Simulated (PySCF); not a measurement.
# Debugging a PySCF script (SeF)

```python
from pyscf import gto, scf

mol = gto.M(
    atom='Se 0 0 0; F 0 0 1.557',
    basis='cc-pvdz',
    charge=0,
    spin=1,
    verbose=4,
)
mf = scf.UHF(mol)
mf.max_cycle = 1
mf.kernel()
mf.nuc_grad_method().kernel()
mf.dip_moment()
print('orbital energies (hartree):', [e[max(0, n-3):n+3].round(4) for e, n in zip(mf.mo_energy, mol.nelec)])
```

```bash
$ python input.py
```

The log, shortened:

```
PySCF version 2.14.0

[INPUT] Symbol           X                Y                Z      unit          X                Y                Z       unit  Magmom
[INPUT]  1 Se     0.000000000000   0.000000000000   0.000000000000 AA    0.000000000000   0.000000000000   0.000000000000 Bohr   0.0
[INPUT]  2 F      0.000000000000   0.000000000000   1.557000000000 AA    0.000000000000   0.000000000000   2.942303575948 Bohr   0.0

nuclear repulsion = 104.000145498728
number of shells = 11
number of NR pGTOs = 103
number of NR cGTOs = 41
basis = cc-pvdz
ecp = {}

******** <class 'pyscf.scf.uhf.UHF'> ********
method = UHF
initial guess = minao
damping factor = 0
level_shift factor = 0
DIIS = <class 'pyscf.scf.diis.CDIIS'>
SCF conv_tol = 1e-09
SCF max_cycles = 1
number electrons alpha = 22  beta = 21
init E= -2498.54127586109

cycle= 1 E= -2499.14969100204  delta_E= -0.608  |g|= 0.248  |ddm|=  1.1
SCF not converged.
SCF energy = -2499.14969100204 after 1 cycles  <S^2> = 0.75  2S+1 = 2

WARN: Ground state UHF not converged

******** <class 'pyscf.grad.uhf.Gradients'> for <class 'pyscf.scf.uhf.UHF'> ********
unit = Eh/Bohr
--------------- UHF gradients ---------------
         x                y                z
0 Se    -0.0000000000     0.0000000000     0.3534449089
1 F     0.0000000000    -0.0000000000    -0.3534449089
----------------------------------------------
Dipole moment(X, Y, Z, Debye):  0.00000, -0.00000, -1.50541
orbital energies (hartree): [array([-0.6254, -0.2308, -0.2308,  0.0104,  0.5195,  0.6114]), array([-0.743 , -0.6254, -0.2308, -0.2308,  0.0104,  0.5195])]
```

Task: Which setting is at fault, why, and what does a mended input give?

Result: The cycle limit (1): the limit is below the number of cycles that the SCF needs. With this edit
```diff
- mf.max_cycle = 1
```
the run finishes: E(SCF) = -2499.177248 Eh, 11 cycles, ⟨S²⟩ = 0.759, μz(SCF) = -1.15 D, gradient on the second atom -0.1901 Eh/bohr.

The bond length is a typed value, not an optimised one. No search for the lowest solution was made.
